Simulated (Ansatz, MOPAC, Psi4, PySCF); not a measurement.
Species: AlF$_{2}$, charge 1, multiplicity 1. SMILES: [F][Al+][F]
Structure (B3LYP-D3(BJ)/def2-TZVP (Ansatz, a quantum-chemistry and plane-wave program) minimum search):
```
Al
F 1 1.5918
F 1 1.5918 2 180.00
```
Charge +1, spin multiplicity 1.

Property: vertical ionisation energy to the doublet, in eV. Terms: 6-31G* and kin with 6d, 5d where marked; valence correlation only; open shells spin-unrestricted; each state is the SCF solution reached for its charge and spin; non-relativistic; no spin-orbit coupling; dispersion terms only where a functional's name holds one; PM7 with its own dispersion and hydrogen-bond terms; 6-311+G** with 5d, 6d on Na to Ar in Ansatz. Ab initio and DFT rows: single points at B3LYP-D3(BJ) geometries (Ansatz). Semi-empirical rows: differences of heats of formation at the shared geometry for vertical values. The spin state of an ion or metal species was assumed, not searched.

```tsv
level	program	vertical ionisation energy to the doublet (eV)
AM1	MOPAC	19.81
PM7	MOPAC	21.54
MNDO	MOPAC	20.37
HF/6-31G*	Ansatz	21.43
HF/6-311+G**	Ansatz	21.47
PBE/6-31G*	Ansatz	21.60
PBE/6-311+G**	Ansatz	21.89
B3LYP/3-21G	Ansatz	21.46
B3LYP/6-31G*	Ansatz	22.18
B3LYP/6-311+G**	Ansatz	22.47
wB97X-D/6-31G*	Psi4	22.45
MP2/6-31G*	Ansatz	23.12
MP2/6-311+G**	Ansatz	23.21
M06-2X/def2-TZVPD	PySCF	23.03
wB97X-V/def2-TZVPD	Ansatz	22.76
```

No value to compare with is used here. The 13 habitual levels span 19.81 (AM1) to 23.21 eV (MP2/6-311+G**); wB97X-V/def2-TZVPD gives 22.76.

The levels are drawn from those run, B3LYP/6-31G* more often than the rest, none by its result; runs whose electronic state is in doubt are left out.
